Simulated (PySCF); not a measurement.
Dipole moment and polarisability of `Cn1cc(F)cn1`

Compound: C4H5FN2.
Geometry (PBE0-D3(BJ)/def2-SVP, Å), atoms numbered from 1 in this order:
```xyz
12
C4H5FN2 angstrom
C     -1.6080    0.0264    0.9400
N     -0.3712   -0.0859    0.2116
C      0.4623    0.9268   -0.1416
C      1.4949    0.3177   -0.8256
F      2.5469    0.9112   -1.3644
C      1.1982   -1.0562   -0.8346
N      0.0548   -1.2746   -0.1955
H     -2.0157   -0.9860    1.0365
H     -1.4391    0.4473    1.9426
H     -2.3283    0.6586    0.3995
H      0.2757    1.9676    0.1095
H      1.7659   -1.8740   -1.2749
```

Level: wB97X-D/def2-SVPD (PySCF), static field, nuclei fixed, core orbitals frozen in the response. The polarisability tensor in these axes (au):

```
x    66.50  -1.11 -14.65
y    -1.11  63.00   3.48
z   -14.65   3.48  50.62
```

Problem. What are the eigenvalues, a third of the trace, and Δα (Δα² = ½Σ(αi − αj)² over the three pairs)?

Solution. Principal values 41.62, 62.69 and 75.82 au; mean 60.04 au = 8.90 Å³ = 9.90 × 10⁻⁴⁰ C²·m²/J; Δα = 29.88 au (50 % of the mean).

Problem. What is the dipole moment, and where does it point?

Solution. (-1.93, 1.43, 1.31) D, 2.74 D in size, pointing from the negative to the positive side. Measured along this direction, the outermost atoms are H12 at the negative end and H9 and H10 at the positive end.

Problem. Molar refractivity from α?

Solution. Lorentz–Lorenz: R = (4π/3)N_A α = 2.5225 cm³/(mol·Å³) × 8.90 Å³ = 22.4 cm³/mol, in the limit of long wavelengths.

Problem. What depolarisation ratio follows for Rayleigh scattering of linearly polarised light, taking the static tensor?

Solution. ρ = 3Δα²/(45ᾱ² + 4Δα²) = 2679.2/(162218 + 3572.3) = 0.0162.

Problem. What would n − 1 = 2πNα be for an ideal gas of these molecules at 273.15 K and 1 atm, electronic part alone?

Solution. N = p/kT = 2.6868 × 10¹⁹ cm⁻³, so n − 1 = 2π × N × 8.90 × 10⁻²⁴ cm³ = 1502 × 10⁻⁶ at long wavelengths.

Problem. Find the Langevin capture rate constant for NO+ (29.998 u) meeting this molecule (100.044 u), k = 2.342 × 10⁻⁹ cm³/s × √(α in Å³ / reduced mass in u).

Solution. The reduced mass is 23.08 u, so k = 1.45 × 10⁻⁹ cm³/s. The formula leaves out the permanent dipole, which adds to the capture rate.

Geometry: PBE0-D3(BJ)/def2-SVP; no solvent, vibrations or thermal averaging.

These values come from a run that also computed excited states. On one thread, Intel Xeon Platinum 8488C (x86_64), shared host, this took 30 s of wall time (with the writing of density and orbital grids) and 0.79 GiB of memory at its peak.
